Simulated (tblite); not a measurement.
C6H9Si2 (doublet state).
Geometry (GFN2-xTB, Å), atoms numbered from 1 in this order:
```
atom  x, y, z in Å
C1    -2.803    1.224   -0.604
C2    -2.249    0.461    0.601
Si3   -2.932   -1.334    0.717
C4    -0.823    0.319    0.516
C5     0.368    0.121    0.417
C6     1.707   -0.045    0.309
C7     2.910   -0.188    0.208
Si8    4.726   -0.389    0.021
H9    -3.883    1.329   -0.522
H10   -2.361    2.218   -0.666
H11   -2.575    0.695   -1.528
H12   -2.491    1.013    1.517
H13   -2.727   -2.072   -0.523
H14   -2.437   -2.021    1.903
H15    5.018   -1.807   -0.210
H16    5.383    0.073    1.247
H17    5.160    0.414   -1.127
```

Computed values, GFN2-xTB/tblite, gas phase, harmonic and unscaled. Errors from tens to a few hundred cm⁻¹ against measured bands are possible. Modes of hydrogen on silicon can be 10 to 20 % off. One conformer, not necessarily the lowest. Open shells enter through the occupations alone, without spin polarisation, and single modes of such species can be off by tens of per cent. The optimisation stopped once no atom felt more than 0.01 eV/Å.

Lowest wavenumbers of the output (negative numbers stand for imaginary wavenumbers):
```
mode    cm-1
  1     -30.8
  2      45.6
  3      57.1
  4     102.5
  5     121.7
  6     141.8
  7     190.9
  8     206.0
  9     215.6
 10     247.3
```

Q: Is this structure a minimum?

A: Not by this Hessian. 1 mode is imaginary beyond 20i (31i cm⁻¹), so at this level the point lies at or near a first-order saddle. The curvature is small, so loose convergence or finite differences may be the whole cause.

Q: Which atoms move in the imaginary mode?

A: 31i: H17 (hydrogen on silicon) 32 %, H15 (hydrogen on silicon) 31 %, H16 (hydrogen on silicon) 31 %. These are shares of the mass-weighted motion.

Q: What is the remedy?

A: Step along that mode in both directions, optimise again with tighter thresholds and repeat the frequencies. The zero-point energy of this point (70.3 kcal/mol) counts the 44 real modes alone, and thermal corrections from it aren't those of a minimum.

The run took 0.72 s wall on an Arm Neoverse V1 with one thread, shared host with 32 logical CPUs at a one-minute load of 14. This covers the Hessian and the dipole derivatives.
